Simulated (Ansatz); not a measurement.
CH₅FSn⁻, that is SnH2MeF with one electron more. Total charge -1; doublet. Geometry PBE-D4/def2-TZVP, that of the neutral singlet; atoms count from 1.

```xyz
8

Sn   -0.562    0.701   -0.373
H    -1.873    1.242    0.602
H    -0.976    0.563   -2.038
C     0.530   -0.962    0.428
H    -0.124   -1.839    0.517
H     0.913   -0.689    1.419
H     1.369   -1.196   -0.237
F     0.721    2.179   -0.317
```

In the def2 sets Sn takes a core potential; there is no spin–orbit coupling. The highest occupied level of the charge -1 doublet lies above zero (up to 2.25 eV). By energy differences it is unbound by 0.78 eV (vertical, against the charge 0 singlet, at PBE0-D4/def2-TZVPD) and held by the finite basis.

Question: Estimate the Mulliken populations from the PBE0/def2-TZVPD orbitals of Ansatz.

Answer: 
```csv
atom,charge (e),spin (α − β)
Sn1,-0.43,1.42
H2,-0.01,-0.06
H3,0.00,-0.06
C4,-0.98,0.15
H5,0.45,-0.21
H6,0.18,0.00
H7,0.20,-0.03
F8,-0.40,-0.20
```
Mulliken values depend strongly on the basis. With diffuse functions, as here, like atoms can get unlike values, and bond orders can come out too low or too high.

Question: Where does the spin sit?

Answer: Summed by element: Sn 1.42, H -0.37, C 0.15, F -0.20, of 1 unpaired in all. Largest on single atoms: Sn1 1.42, H5 -0.21, F8 -0.20.

Question: And the Mayer bond orders between heavy atoms (over 0.3)?

Answer: Sn1–C4 1.31 (2.15 Å).
